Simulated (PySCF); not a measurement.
ReCl₄, SMILES [Cl][Re]([Cl])([Cl])[Cl] (connectivity only; charge and spin as stated), neutral, multiplicity 4.

Coordinates come from a B3LYP-D3(BJ)/def2-SVP optimisation. The spin state was assumed, not searched. The def2 effective core potentials stand for the cores of Re; spin–orbit coupling is left out.

Level of theory: PBE0/def2-TZVP (PySCF).

Isolated molecule, no solvent.

```
Property                                                                                                        Result
---------------------------------------------------------------------------------------------  -----------------------
total energy                                                                                       -1918.68102 hartree
point group                                                                                                        D2d
α spin, highest occupied and lowest empty level                                                     -7.26 and -4.09 eV
β spin, highest occupied and lowest empty level                                                     -9.41 and -3.98 eV
dipole moment                                                                                                0.000 e·Å
quadrupole, principal values (traceless, Buckingham form, about the centre of nuclear charge)    -1.80, 0.90, 0.90 D·Å
mean static polarisability                                                                       94.7 bohr³ (14.03 Å³)
polarisability, principal values                                                               87.8, 87.8, 108.4 bohr³
⟨S²⟩                                                                                           3.771 (pure state 3.75)
```
